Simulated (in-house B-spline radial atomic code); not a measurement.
Configurations of Cs4+, with energies counted from [Kr] 4d10 5s2 5p3. All numbers are computed (Dirac-Hartree-Fock, average of configuration; Fermi nucleus of rms radius 4.8041 fm) with an all-electron radial atomic-structure program (B-spline basis), not measured. Energies include first-order Breit, QED and recoil terms.

Occupations are held fixed; configurations that lie above the ionisation limit could autoionise.

| configuration | E - E(ref) (eV) | highest orbital | its <r> (bohr) |
| --- | --- | --- | --- |
| [Kr] 4d10 5s2 5p2 8d1 | 47.136 | 8d5/2 | 11.21 |
| [Kr] 4d10 5s2 5p2 9d1 | 49.39 | 9d5/2 | 15.28 |
| [Kr] 4d10 5s1 5p3 8d1 | 63.043 | 8d5/2 | 11.18 |
| [Kr] 4d10 5s1 5p3 8g1 | 66.421 | 8g7/2 | 16.97 |
| [Kr] 4d10 5s1 5p3 9f1 | 66.782 | 9f7/2 | 19.18 |
| [Kr] 4d9 5s2 5p4 | 69.776 | 5p3/2 | 1.839 |
| [Kr] 4d9 5s2 5p3 9s1 | 119.47 | 9s1/2 | 12.12 |
| [Kr] 4d9 5s2 5p3 9f1 | 122.86 | 9f7/2 | 18.96 |

Problem. Order these further configurations by energy, lowest first.
A. [Ar] 3d9 4s2 4p6 4d10 5s2 5p3 7f1
B. [Ar] 3d9 4s2 4p6 4d10 5s2 5p3 8f1
C. [Ar] 3d9 4s2 4p6 4d10 5s2 5p3 5g1
D. [Kr] 4d10 5s1 5p3 7g1
E. [Kr] 4d10 5s2 5p2 7f1

Solution. E (47.177 eV), D (64.777 eV), C (770.36 eV), A (775.12 eV), B (777.44 eV).

Problem. How far above the reference does [Kr] 4d10 5s2 5p2 7g1 lie?

Solution. 48.853 eV; its least bound orbital is 7g7/2 with <r> = 12.53 bohr.

Problem. How far above the reference does [Ar] 3d9 4s2 4p6 4d10 5s2 5p3 6s1 lie?

Solution. 752.36 eV; its least bound orbital is 6s1/2 with <r> = 3.327 bohr.

Problem. How far above the reference does [Kr] 4d10 5s2 5p2 7d1 lie?

Solution. 43.434 eV; its least bound orbital is 7d5/2 with <r> = 7.741 bohr.
